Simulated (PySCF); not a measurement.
HCl₃OZr, charge +1, doublet, geometry from GFN2-xTB (such geometries of metal compounds can be far from the true shape) (the multiplicity is a formal guess) (core potentials on Zr); REVPBE/def2-SVP (PySCF).

The PySCF input:
```python
from pyscf import gto, scf, dft

mol = gto.M(
    atom='''
Zr   -0.360074    0.208236    0.005845
Cl    1.551146    1.231524   -0.735115
Cl    0.514336   -0.636595    1.947641
Cl   -0.153000   -1.700946   -1.243573
O    -1.919354    1.109991    0.031159
H    -2.754422    1.592923    0.044715
''',
    basis='def2-svp',
    ecp={'Zr': 'def2-svp'},
    charge=1,
    spin=1,
    verbose=4,
)

mf = dft.UKS(mol)
mf.xc = 'revpbe'
mf.kernel()
```

**Question.** Predict the main parts of the log of this PySCF run.

**Answer.** 
```
PySCF version 2.14.0

[INPUT] verbose = 4
[INPUT] num. atoms = 6
[INPUT] num. electrons = 71
[INPUT] charge = 1
[INPUT] spin (= nelec alpha-beta = 2S) = 1
[INPUT] symmetry False subgroup None
[INPUT] Mole.unit = angstrom
[INPUT] Symbol           X                Y                Z      unit          X                Y                Z       unit  Magmom
[INPUT]  1 Zr    -0.360074000000   0.208236000000   0.005845000000 AA   -0.680441244577   0.393509009275   0.011045449198 Bohr   0.0
[INPUT]  2 Cl     1.551146000000   1.231524000000  -0.735115000000 AA    2.931241119215   2.327243075829  -1.389166020060 Bohr   0.0
[INPUT]  3 Cl     0.514336000000  -0.636595000000   1.947641000000 AA    0.971954176004  -1.202990202267   3.680508078974 Bohr   0.0
[INPUT]  4 Cl    -0.153000000000  -1.700946000000  -1.243573000000 AA   -0.289128097058  -3.214322092674  -2.350012385904 Bohr   0.0
[INPUT]  5 O     -1.919354000000   1.109991000000   0.031159000000 AA   -3.627053396088   2.097578990732   0.058881976315 Bohr   0.0
[INPUT]  6 H     -2.754422000000   1.592923000000   0.044715000000 AA   -5.205103211477   3.010188207521   0.084499103660 Bohr   0.0

nuclear repulsion = 376.877250260371
number of shells = 44
number of NR pGTOs = 196
number of NR cGTOs = 104
basis = def2-svp
ecp = {'Zr': 'def2-svp'}

******** <class 'pyscf.dft.uks.UKS'> ********
method = UKS
initial guess = minao
damping factor = 0
level_shift factor = 0
DIIS = <class 'pyscf.scf.diis.CDIIS'>
diis_start_cycle = 1
diis_space = 8
diis_damp = 0
SCF conv_tol = 1e-09
SCF conv_tol_grad = None
SCF max_cycles = 50
direct_scf = True
direct_scf_tol = 1e-13
number electrons alpha = 36  beta = 35
XC library pyscf.dft.libxc version 7.1.2
    S. Lehtola, C. Steigemann, M. J. T. Oliveira, and M. A. L. Marques,  SoftwareX 7, 1–5 (2018)
XC functionals = revpbe
    Y. Zhang and W. Yang,  Phys. Rev. Lett. 80, 890 (1998)
    J. P. Perdew, K. Burke, and M. Ernzerhof,  Phys. Rev. Lett. 77, 3865 (1996)
    J. P. Perdew, K. Burke, and M. Ernzerhof,  Phys. Rev. Lett. 78, 1396 (1997)
radial grids:
    Treutler-Ahlrichs [JCP 102, 346 (1995); DOI:10.1063/1.469408] (M4) radial grids

becke partition: Becke, JCP 88, 2547 (1988); DOI:10.1063/1.454033
pruning grids: <function nwchem_prune>
grids dens level: 3
symmetrized grids: False
atomic radii adjust function: <function treutler_atomic_radii_adjust>
small_rho_cutoff = 0
Set gradient conv threshold to 3.16228e-05
tot grids = 102920
init E= -1497.23603061304

cycle= 1 E= -1500.99316574893  delta_E= -3.76  |g|= 1.86  |ddm|= 3.46
cycle= 2 E= -1492.12825396046  delta_E= 8.86  |g|= 3.34  |ddm|= 8.02
cycle= 3 E= -1501.76507598414  delta_E= -9.64  |g|= 1.41  |ddm|= 7.45
cycle= 4 E= -1502.56146551836  delta_E= -0.796  |g|= 0.395  |ddm|= 1.42
cycle= 5 E= -1502.46326954468  delta_E= 0.0982  |g|= 0.479  |ddm|=  1.2
cycle= 6 E= -1502.58090024307  delta_E= -0.118  |g|= 0.281  |ddm|= 1.13
cycle= 7 E= -1502.61128258807  delta_E= -0.0304  |g|= 0.216  |ddm|= 1.07
cycle= 8 E= -1502.63837712977  delta_E= -0.0271  |g|= 0.132  |ddm|= 0.982
cycle= 9 E= -1502.65132657797  delta_E= -0.0129  |g|= 0.0747  |ddm|= 0.723
cycle= 10 E= -1502.65539991235  delta_E= -0.00407  |g|= 0.0369  |ddm|= 0.236
cycle= 11 E= -1502.65655549441  delta_E= -0.00116  |g|= 0.015  |ddm|= 0.169
cycle= 12 E= -1502.65675228638  delta_E= -0.000197  |g|= 0.00594  |ddm|= 0.0807
cycle= 13 E= -1502.65676808778  delta_E= -1.58e-05  |g|= 0.00457  |ddm|= 0.0191
cycle= 14 E= -1502.65677767601  delta_E= -9.59e-06  |g|= 0.00298  |ddm|= 0.00402
cycle= 15 E= -1502.65678149653  delta_E= -3.82e-06  |g|= 0.00202  |ddm|= 0.00281
cycle= 16 E= -1502.65678433366  delta_E= -2.84e-06  |g|= 0.00105  |ddm|= 0.0034
cycle= 17 E= -1502.65678509109  delta_E= -7.57e-07  |g|= 0.00058  |ddm|= 0.00521
cycle= 18 E= -1502.6567853921  delta_E= -3.01e-07  |g|= 0.000159  |ddm|= 0.00181
cycle= 19 E= -1502.6567854145  delta_E= -2.24e-08  |g|= 5e-05  |ddm|= 0.000544
cycle= 20 E= -1502.65678541604  delta_E= -1.53e-09  |g|= 2.97e-05  |ddm|= 9.65e-05
cycle= 21 E= -1502.65678541675  delta_E= -7.17e-10  |g|= 1.28e-05  |ddm|= 7.47e-05
Extra cycle  E= -1502.65678539623  delta_E= 2.05e-08  |g|= 0.000146  |ddm|= 0.000566
SCF not converged.
SCF energy = -1502.65678539623 after 50 cycles  <S^2> = 0.75379637  2S+1 = 2.0037928
```

The run did not converge; its last values are not results.
